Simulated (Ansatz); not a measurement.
System: PN, charge 1, doublet. PN+ (parent SMILES N#P, doublet).
B3LYP-D3(BJ)/def2-TZVP minimum from Ansatz (a first-principles code):
```xyz
2

N      0.0000     0.0000    -1.0056
P      0.0000     0.0000     0.4693
```
Charge +1, spin multiplicity 2.

Hartree-Fock and CCSD(T) correlation energies in hartree (Ansatz). Open shells are spin-unrestricted; no spin-orbit coupling. Cores are frozen in correlated methods. No relativity. The UHF reference of NP+ (parent SMILES N#P, doublet) is spin-contaminated (<S^2> up to 0.65 over the pure value in the sets run). The spin of NP+ (parent SMILES N#P, doublet) was assumed, and the state is the lowest solution found for it.

```csv
basis,X,E(HF),"E(corr, CCSD(T))"
cc-pV(T+d)Z,3,-394.80805,-0.30812
cc-pV(Q+d)Z,4,-394.81529,-0.32436
cc-pV(5+d)Z,5,-394.81682,withheld
```

Task: Fit E(corr) = E∞ + A/X³ to X = 3 and 4, predict X = 5, and compare with the run.

Result: A = (-0.30812 - (-0.32436))/(1/27 - 1/64) = 0.7585; E∞ = -0.32436 - A/64 = -0.33621; at X = 5, E∞ + A/125 = -0.33014. The run gave -0.33043, 0.29 mEh below the prediction. The same form on X = 4 and 5 gives E∞ = -0.33680, 0.59 mEh below the first estimate.
